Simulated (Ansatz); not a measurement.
Reaction (formal exchange of groups at a C–Si bond): `NC([SiH3])[SiH2]Cl` + `N[SiH3]` → `N[SiH2]C(N)[SiH3]` + `[SiH3]Cl`

Program: Ansatz. Geometries: PBE0-D4/def2-TZVP. ΔE: electronic, gas phase. CCSD(T)/CBS is the MP2 limit (def2-TZVPP, def2-QZVPP) plus CCSD(T) − MP2 in def2-TZVPP, frozen cores. This one scheme is used for every species. DFT in def2-TZVPP. Each species was taken in one conformer, which may not be the lowest.

Q: Is it downhill or uphill in electronic energy at CCSD(T)/CBS, and by how much? (Best estimate.)

A: Ansatz gave: Nearly level: ΔE = +0.4 kcal/mol.

Q: What do these levels give: PBE, MP2/def2-TZVPP, CCSD/def2-TZVPP, CCSD(T)/def2-TZVPP, MP2/def2-QZVPP, MP2/CBS(def2)? (Best estimate.)

A: Ansatz gave: PBE 0.3, MP2/def2-TZVPP 0.7, CCSD/def2-TZVPP 0.3, CCSD(T)/def2-TZVPP 0.4, MP2/def2-QZVPP 0.7, MP2/CBS(def2) 0.8 kcal/mol.

Largest T1 diagnostic among the species: 0.011.
